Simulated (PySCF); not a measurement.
C₇H₅Cl₃O₂.
Structure used (GFN2-xTB), in Å, numbered top down from 1:
```xyz
17
C7H5Cl3O2 angstrom
C     -1.088   -0.004   -2.155
C     -0.777   -0.189   -0.874
C      0.561   -0.103   -0.422
C      1.700   -0.031   -0.031
C      3.022    0.059    0.528
O      3.250    0.063    1.709
O      3.964    0.141   -0.417
C     -1.761   -0.522    0.221
Cl    -1.398   -2.201    0.779
Cl    -3.440   -0.489   -0.350
C     -1.621    0.390    1.430
Cl    -1.832    2.083    0.924
H     -0.322    0.223   -2.875
H     -2.103   -0.067   -2.506
H      4.842    0.199   -0.009
H     -2.381    0.165    2.178
H     -0.623    0.296    1.861
```

Computed at PBE0/pcSseg-1 (PySCF, non-relativistic), with Q(17O) = −0.0256 b, Q(35Cl) = −0.0817 b: O6, 17O (I = 5/2): χzz = 9.619 MHz, η = 0.131; O7, 17O (I = 5/2): χzz = -9.906 MHz, η = 0.473; Cl9, 35Cl (I = 3/2): χzz = -80.93 MHz, η = 0.010; Cl12, 35Cl (I = 3/2): χzz = -79.35 MHz, η = 0.048.

Problem. Where would the pure quadrupole (NQR) lines of 17O at O6 fall for the rigid, isolated species?

Solution. From the eigenvalues of H = χ/[4I(2I − 1)] × [3Iz² − I(I + 1) + η(Ix² − Iy²)], steps between neighbouring levels, labelled as for η = 0: ±1/2↔±3/2 1.470 MHz, ±3/2↔±5/2 2.876 MHz (acid carbonyl oxygen).

Problem. Where would the pure quadrupole (NQR) lines of 17O at O7 fall for the rigid, isolated species?

Solution. From the eigenvalues of H = χ/[4I(2I − 1)] × [3Iz² − I(I + 1) + η(Ix² − Iy²)], steps between neighbouring levels, labelled as for η = 0: ±1/2↔±3/2 1.811 MHz, ±3/2↔±5/2 2.856 MHz (acid hydroxyl oxygen).

Problem. Where would the pure quadrupole (NQR) lines of 35Cl at Cl9 fall for the rigid, isolated species?

Solution. From ν = (|χ|/2)√(1 + η²/3): ν = 40.46 MHz (alkyl chlorine). For 37Cl the ratio of quadrupole moments, 0.7881, gives 31.89 MHz.

Problem. Find the zero-field quadrupole resonance frequencies of 35Cl at Cl12.

Solution. From ν = (|χ|/2)√(1 + η²/3): ν = 39.69 MHz (alkyl chlorine). For 37Cl the ratio of quadrupole moments, 0.7881, gives 31.28 MHz.

Problem. Apply the simplest Townes–Dailey estimate (no s hybridisation, no π bonding), ionic character = 1 − χzz/χ0, where χ0 is the coupling for one missing p electron along the bond: −109.74 MHz for 35Cl.

Solution. Cl9 on C8: 1 − (-80.93)/(-109.74) = 0.26; Cl12 on C11: 1 − (-79.35)/(-109.74) = 0.28. In this model a purely covalent bond gives χ0 and a free halide ion gives zero; s hybridisation or π bonding, where present, is counted here as ionic character.

In a crystal, neighbours and librations shift these lines. GFN2-xTB bond lengths can be off by several hundredths of an ångström, more for odd bonds, and the gradients follow them. These gradients aren't converged with respect to the basis.

One conformer stands for the species.
